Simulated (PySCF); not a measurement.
C₆H₁₄AlCl, SMILES CC[CH2][Al]([Cl])[CH2]CC (GFN2-xTB optimised geometry):

```
22

Al    -1.368    -1.364     0.000
Cl    -2.366    -3.138    -0.015
C      0.645    -1.364     0.000
C      1.233    -2.764     0.240
C      2.758    -2.754     0.207
H      1.036    -0.677     0.762
H      1.039    -0.979    -0.951
H      0.896    -3.142     1.209
H      0.861    -3.454    -0.523
H      3.117    -2.409    -0.761
H      3.154    -3.752     0.383
H      3.153    -2.089     0.973
C     -2.424     0.340     0.000
C     -1.544     1.594     0.096
C     -2.368     2.877     0.031
H     -3.154     0.351     0.823
H     -3.035     0.407    -0.913
H     -0.982     1.574     1.033
H     -0.814     1.591    -0.718
H     -2.917     2.930    -0.907
H     -1.726     3.752     0.102
H     -3.085     2.911     0.849
```

Computed with PBE0/def2-SVP (PySCF).

Problem. What are the frontier orbital energies and the dipole moment?

Solution. HOMO-2 -9.13 eV, HOMO-1 -8.42 eV, HOMO -7.12 eV, LUMO -0.58 eV, LUMO+1 0.31 eV; dipole moment 1.33 D.

On the same geometry PBE/def2-SVP in PySCF gives HOMO-2 -7.67 eV, HOMO-1 -7.08 eV, HOMO -5.86 eV, LUMO -1.34 eV, LUMO+1 -0.47 eV; dipole moment 1.23 D.

Meta-Löwdin charges at PBE0/def2-SVP: Al1 0.78, Cl2 -0.29, C3 -0.46, C4 -0.15, C5 -0.29, H6 0.10, H7 0.10, H8 0.08, H9 0.09, H10 0.09, H11 0.10, H12 0.09, C13 -0.46, C14 -0.15, C15 -0.29, H16 0.10, H17 0.10, H18 0.08, H19 0.08, H20 0.09, H21 0.10, H22 0.09.
